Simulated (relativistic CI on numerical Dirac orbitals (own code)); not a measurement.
Computed by Dirac equation for one electron, model QED (radiative potential, 1s self-energy scaled to tabulated hydrogen-like ionisation energies) (own radial code, finite nucleus).

The strongest absorption lines from the ground level of an ion, among the configurations computed and to levels below about 22800 eV (vacuum wavelength in nm, gf): 0.05450 (0.0098), 0.05518 (0.018), 0.05649 (0.037), 0.05653 (0.018), 0.05953 (0.1), 0.05964 (0.05), 0.07029 (0.51), 0.07084 (0.27).

(1) Which ion is it?
A. Nb⁴⁰⁺
B. Ru⁴³⁺
C. Ag⁴⁶⁺
D. Nb³⁸⁺

## Answers

(1) A. Nb⁴⁰⁺ has 1 electrons and the ground level 1s 2S_1/2; the strongest line goes to 2p 2P°_3/2. The pattern of lines fixes the number of electrons, and along that sequence the line energies rise steadily with the charge (about as its square where n changes within one kind of shell, about linearly where n is kept but much faster in heavy ions where fine structure, which grows about as Z⁴, sets the gap, and irregularly where shells cross), which fixes Z. Configurations outside the model, such as inner-shell arrays, can give stronger lines.
